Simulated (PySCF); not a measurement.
**Input and output**

[Pr(H2O)]3+ (singlet in the valence; each metal's 4f electrons, 2 of them, lie in its core potential, out of spins and levels). PySCF 2.14.0, RKS PBE0, Pr lcecp-1-TZVP with ECP48, O def2-TZVP, H def2-TZVP; non-relativistic Hamiltonian with scalar-relativistic core potentials where named; density fitting; no spin-orbit coupling. Purpose: basis and core treatment f-in-core-III/TZVP.

```python
mol = gto.M(atom='''
Pr     0.00000     0.00000    -0.12497
O     -0.00000     0.00000     2.15867
H      0.77733    -0.00000     2.78609
H     -0.77733     0.00000     2.78609''',
    basis={'Pr': 'lcecp-1-TZVP', 'O': 'def2-TZVP', 'H': 'def2-TZVP'},
    ecp={'Pr': 'lcecp-1-TZVP'},
    charge=3, spin=0)
mf = dft.RKS(mol, xc='PBE0')
mf.grids.atom_grid = (75, 302)  # f atoms: unpruned, at least (60, 302)
mf = mf.density_fit()  # fitting sets: Pr AutoAux, O def2-universal-JKFIT, H def2-universal-JKFIT
mf.conv_tol = 1e-08; mf.max_cycle = 55
mf.kernel(dm0)  # dm0: free metal ions and neutral atoms
mf.nuc_grad_method().kernel()
```

Run from Python with OMP_NUM_THREADS=2; the lines above give its settings. Where DIIS fails, smearing, a level shift and second-order steps follow.
It took 4 s on 2 threads of Arm Neoverse V2 (shared host).

(1) Where do the frontier levels lie, over both spins?

(2) What are the Mulliken charges and spins?

(3) What forces act on the atoms (eV/Å)?

The geometry was relaxed with PBE0 (Pr lcecp-1-SVP with ECP48, O def2-SVP, H def2-SVP).

An lcecp potential fixes the number of 4f electrons, so in runs with it no electron can move into or out of that shell.

Answers

(1) HOMO -27.48 eV, LUMO -20.11 eV. The 4f levels lie in the core potential and are missing.

(2) 
```json
{"atom": "Pr1", "charge (e)": "2.659", "spin (e)": "0.000"}
{"atom": "O2", "charge (e)": "-0.648", "spin (e)": "0.000"}
{"atom": "H3", "charge (e)": "0.494", "spin (e)": "0.000"}
{"atom": "H4", "charge (e)": "0.494", "spin (e)": "0.000"}
```
The spin of the 4f electrons in the core isn't counted.

(3) 
```
Pr   0.00  0.00  0.27
O    0.00  0.00  0.19
H   -0.15  0.00 -0.23
H    0.15  0.00 -0.23
```
Forces carry noise of the integration grid, about 0.01 to 0.03 eV/Å.
